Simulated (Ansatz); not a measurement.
Job for Ansatz (an electronic-structure program): R-wB97M-V/def2-TZVPP on H5NSi (SMILES N[SiH3]), atoms moved off the minimum.

Ansatz 0.2 input:
```yaml
crystal:
  periodic: [false, false, false]
  atoms:
    - {symbol: Si, position_ang: [-0.57067161, 0.06147064, 0.06843755]}
    - {symbol: N, position_ang: [1.11893883, -0.23284985, -0.20644991]}
    - {symbol: H, position_ang: [-1.29799405, -0.85008252, -0.74769200]}
    - {symbol: H, position_ang: [-0.90610385, 1.46361346, -0.35657372]}
    - {symbol: H, position_ang: [-1.12147813, -0.12776426, 1.43843779]}
    - {symbol: H, position_ang: [1.55864653, -1.04729380, -0.07104837]}
    - {symbol: H, position_ang: [1.71051703, 0.47615442, 0.17122000]}
basis:
  gaussian:
    orbitals: def2-TZVPP
hamiltonian:
  xc: {name: wB97M-V}
scf: {lower_state_search: off}
output: {forces: true}
```

The head of its log:

```
WARN ansatz: RAYON_NUM_THREADS=1 ignored (pool sized by the plan → 1); use --threads N
Functional definition: wB97M-V
these checks for a lower state are left out or cut short: stability, starts, cluster_reference, orbital_swaps, neighbouring_geometries, increment
integrals: 0.06 GiB planned
741 factors; their error is unknown
integrals: 0.09 GiB planned
187 factors; integrals over basis functions are off by at most 1.3e-5 eV
mean field: 0.58 GiB planned
mean field evaluation 1: about -9444.6259 eV, gradient 4.8e1 eV
mean field evaluation 2: about -9444.6421 eV, gradient 4.7e1 eV
```

### Question
Predict the final total energy.

### Answer
-347.2359 hartree.
